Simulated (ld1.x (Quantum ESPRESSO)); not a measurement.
# Sb (Z = 51): variants of one TM potential

Base potential:

```
Element                 : antimony
Generator               : ld1.x (Quantum ESPRESSO) 7.5
Type                    : norm-conserving Troullier–Martins (Kleinman–Bylander form)
Functional              : PBE
Relativity              : fully relativistic
Frozen core             : [Kr] 4d10
Valence charge          : 5
Reference configuration : 5s2 5p3
Partial waves           : 5p (bound): rc 2.55 bohr; 5d channel at 0.4 Ry: rc 2.40 bohr; 5s (bound): rc 1.90 bohr
Local potential         : the s channel
Core correction         : a·sin(br)/r model core inside 1.70 bohr
```

Open shells are filled in proportion to 2j + 1 (rel_dist='average').

All-electron outer shells of the reference configuration (PBE, scalar-relativistic, ld1.x):

```tsv
shell	level (eV)	outermost node (bohr)	outermost maximum (bohr)
4p	-101.79	0.39	0.76
4d	-33.51	0.38	0.84
5s	-12.83	0.95	1.90
5p	-4.83	1.04	2.35
```

Cutoffs, loose and tight: the cutoffs (Ry, on a coarse ladder) from which the occupation-weighted sum of valence levels, in a spherical-Bessel basis at the reference potential, stays within 10 and 1 mRy of its value at 400 Ry. They do not see the model core or the augmentation charge, which bear on the density cutoff. Test errors are all-electron minus pseudo excitation energies from the reference, over the configurations 5s2 5p2; 5s2 5p1; 5s2 5p0; 5s0 5p5; 5s1 5p0; 5s1 5p4; 5s2 5p2.5. A dash means not determined; rows that change the core or the reference have their own tests.

A true bound ghost makes a file unfit for plane-wave use even where its test errors are small: the radial tests pick states by their node count and pass the ghost by.

| change | outcome | cutoff, loose | cutoff, tight | bound ghosts | largest test error (meV) |
| --- | --- | --- | --- | --- | --- |
| base | generated | 25 Ry | 35 Ry | none | -475 |
| wave 5p (bound): rc 2.55 bohr becomes 5p (bound): rc 2.26 bohr | generated | 25 Ry | 35 Ry | none | -451 |
| scalar-relativistic | generated | 25 Ry | 35 Ry | none | -494 |
| wave 5d channel at 0.4 Ry: rc 2.40 bohr becomes 5d channel at 0.83 Ry: rc 2.40 bohr | generated | 25 Ry | 35 Ry | none | -475 |
| functional PBEsol | generated | 25 Ry | 35 Ry | none | -531 |
| core correction a·sin(br)/r model core inside 2.02 bohr | generated | 25 Ry | 35 Ry | none | -480 |
| all radii but the core radius scaled by about 1.16 (s 2.20, p 2.94, d 2.78 bohr) | generated | 21 Ry | 30 Ry | none | -548 |
| wave 5s (bound): rc 1.90 bohr becomes 5s (bound): rc 1.86 bohr | generated | 25 Ry | 35 Ry | none | -475 |
| local potential the p channel | generated, misses its reference levels by 0.42 eV | 25 Ry | 35 Ry | none | -360 |

(1) What comes out with this change to the base: wave 5d channel at 0.4 Ry: rc 2.40 bohr becomes 5d channel at 0.4 Ry: rc 2.02 bohr?

(2) What comes out with this change to the base: reference 5s1.75 5p3.25?

Answers

(1) outcome: generated; cutoff, loose: 25 Ry; cutoff, tight: 35 Ry; bound ghosts: d3/2, d5/2; largest test error (meV): -475.

(2) outcome: generated; cutoff, loose: 25 Ry; cutoff, tight: 35 Ry; bound ghosts: none; largest test error (meV): -123.
